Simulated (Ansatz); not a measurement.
Results of the Gaussian-basis code of Ansatz.

Basis-set series for `S=CBS`. Charge 0, multiplicity 1. The geometry is a stationary point of PBE0-D4/def2-TZVP. It is one conformer, not always the lowest.

```tsv
functional	basis	functions	energy (Eh)	HOMO (eV)	LUMO (eV)
PBE0-D4	def2-SVP	79	-860.48083	-6.33	-2.43
PBE0-D4	def2-QZVPP	344	-860.85354	-6.52	-2.64
ωB97M-V	def2-SVP	79	-860.76287	-8.49	-0.18
ωB97M-V	def2-QZVPP	344	-861.13602	-8.72	-0.51
```

Problem. Give the rows for def2-TZVPP. (Best estimate.)

Solution. The calculation gave: 
```json
{"functional": "PBE0-D4", "basis": "def2-TZVPP", "functions": "188", "energy (Eh)": "-860.82588", "HOMO (eV)": "-6.49", "LUMO (eV)": "-2.60"}
{"functional": "ωB97M-V", "basis": "def2-TZVPP", "functions": "188", "energy (Eh)": "-861.10982", "HOMO (eV)": "-8.68", "LUMO (eV)": "-0.43"}
```
